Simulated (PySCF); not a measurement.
The numbers are results of B3LYP-D3(BJ)/def2-TZVP // B3LYP-D3(BJ)/def2-SVP in PySCF 2.14.0, not measurements. All species are isolated molecules in the gas phase. One relaxed conformer stands for a flexible species; it need not be the lowest. B3LYP has the VWN-RPA correlation part, as in Gaussian. Excitations are Tamm–Dancoff values on a coarser integration grid. The basis has no diffuse functions, so Rydberg states are missing or too high.

Reference species (SMILES): `C(C)[Si](CC)(CC)CC` (neutral, multiplicity 1).

* **S1–T1 gap (TDA)**: 0.16 eV
* **S1 oscillator strength**: 0.009

Changed species: `CC[SiH](CC)CC` (1 of 4 C2H5 replaced by H; the reference has 0 of 4 C2H5 replaced by H).

Task: What does the change do to the S1–T1 gap (TDA) and S1 oscillator strength?

Result: the S1–T1 gap (TDA) rises by 0.08 eV, to 0.24 eV; the S1 oscillator strength stays essentially unchanged.
